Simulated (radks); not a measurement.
The numbers below are computed, except where a source is named.
Problem. These are the eigenvalues of the occupied orbitals of an atom or ion with whole-number occupations (eV). Code: a radial shooting solver on a logarithmic mesh with Libxc functionals. Model: scalar-relativistic Kohn-Sham, PBEsol, spin-polarised, spherical densities, finite nucleus; Fermi nuclear charge, rms radius of each element as measured or else 0.836 A^(1/3) + 0.57 fm.

| orbital | eigenvalue |
|---|---|
| 1s up | -90838.10 |
| 1s down | -90837.90 |
| 2s up | -16528.77 |
| 2s down | -16528.15 |
| 2p up | -14183.62 |
| 2p down | -14183.02 |
| 3s up | -4176.291 |
| 3s down | -4175.928 |
| 3p up | -3505.851 |
| 3p down | -3505.452 |
| 3d up | -2831.026 |
| 3d down | -2830.493 |
| 4s up | -1145.313 |
| 4s down | -1144.590 |
| 4p up | -925.1102 |
| 4p down | -924.3836 |
| 4d up | -673.0751 |
| 4d down | -672.2116 |
| 4f up | -395.2015 |
| 4f down | -394.1249 |
| 5s up | -389.8858 |
| 5s down | -385.3234 |
| 5p up | -322.8182 |
| 5p down | -317.6702 |
| 5d up | -242.6043 |

Which element is it, and in what charge state? The configuration may be excited. Open shells, if any, are filled with parallel spins first.

Solution. Z = 83, bismuth, charge +13: Bi13+ in [Kr] 4d10 4f14 5s2 5p5 5d3. The list shows which subshells hold electrons but not how many an open one holds; the 1s level, -3338.2 hartree, gives Z - s = 81.7 by -(Z - s)^2/2, which with screening and relativity narrows Z to a few neighbours, and the depths of the outer levels then fix element, charge and occupations together.
